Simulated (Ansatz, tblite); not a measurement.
Removing and adding an electron: Zn₅O₅H₁₈. Charge 0, multiplicity 1. Geometry: PBE-D4/def2-SVP. Ansatz, gas phase; energy differences of separate SCF runs; the oxidised species was run as a doublet alone; the reduced species was run as a doublet alone.

```xyz
28

Zn   -3.3565   -0.0402   -0.4119
Zn   -0.6652   -3.6201    1.7271
Zn   -0.0752    1.6241   -0.4091
Zn    4.3326    2.5237   -0.0644
Zn   -1.1254   -0.3160   -1.8300
O    -1.4526    0.3260    0.2741
O     0.1524   -1.9757    0.6769
O    -3.3358   -1.9409    0.4690
O     1.5683    0.2195   -0.1466
O     2.6444    3.6796    0.3028
H    -4.6925    0.7162   -0.1283
H    -2.7571   -0.3443   -2.1014
H     0.1414   -3.8802    3.0329
H    -1.8405   -3.8873    0.6660
H     0.2903    3.0179    0.2488
H    -0.3911    1.2548   -2.0712
H     3.7869    1.0313    0.1624
H     5.4944    3.4997   -0.4199
H    -0.0731   -1.5456   -1.7969
H    -1.0934   -0.4089    0.8185
H     0.9151   -1.3597    0.8005
H    -0.0249   -1.8996   -0.3184
H    -4.1848   -2.2973    0.7866
H    -2.6769   -2.7095    0.5213
H     2.5078    0.6263   -0.0233
H     1.5957   -0.2465   -1.0123
H     1.6858    3.3520    0.2612
H     2.6300    4.6011   -0.0145
```

The xTB rows come from tblite. Single mean-field runs in def2-TZVP are fitted with def2-universal-jkfit. HOMO above LUMO, or a gap near zero within one spin, warns that the state may not be the lowest or that an electron is smeared out. In the singlet geometry the species has come apart into loosely held pieces. In the doublet geometry the species has come apart into loosely held pieces.

Question: Estimate orbital energies and vertical ionisation energies and electron affinities at: GFN1-xTB; GFN2-xTB; PBE-D4/def2-TZVP; PBE0-D4/def2-TZVP; r2SCAN0-D4/def2-TZVP.

Answer: 
```
               level  −HOMO (eV)  vertical IE (eV)  −LUMO (eV)  vertical EA (eV)  HOMO–LUMO gap (eV)  IE − EA (eV)                                                                   remarks
            GFN1-xTB       10.59             12.56        4.83              3.06                5.76          9.49                                                                         –
            GFN2-xTB       10.73             12.55        4.75              2.77                5.98          9.78                                                                         –
    PBE-D4/def2-TZVP        6.23                 –        1.74              0.24                4.48             –  HOMO above zero (-1 doublet), gap within one spin near zero (-1 doublet)
   PBE0-D4/def2-TZVP        7.40              8.95        0.89             -0.14                6.52          9.09                                              HOMO above zero (-1 doublet)
r2SCAN0-D4/def2-TZVP        7.59              9.06        0.70             -0.24                6.89          9.30                                              HOMO above zero (-1 doublet)
```

Relaxing the oxidised species (PBE-D4/def2-SVP) changes its energy by -0.79 eV at PBE0-D4/def2-TZVP, so the adiabatic ionisation energy to this nearest minimum is 8.16 eV. In the charge 1 doublet, H17 and H25 lie 1.21 Å apart, H14 and H24 lie 1.30 Å apart (atoms count from 1), so these atoms are partly bonded to each other. Run but left out: PBE-D4/def2-TZVP (charge +1 doublet: an occupied level 0.05 eV above an empty one).   A HOMO above zero means that the electron is unbound at that level or that self-interaction error raises the level; the energy of removing that electron tells which. Raw xTB energy differences between charge states are shifted by several eV; the methods need an empirical correction for them. Sets without diffuse functions give affinities that are too small. A negative affinity means that the extra electron isn't bound; its size then hangs on the basis.
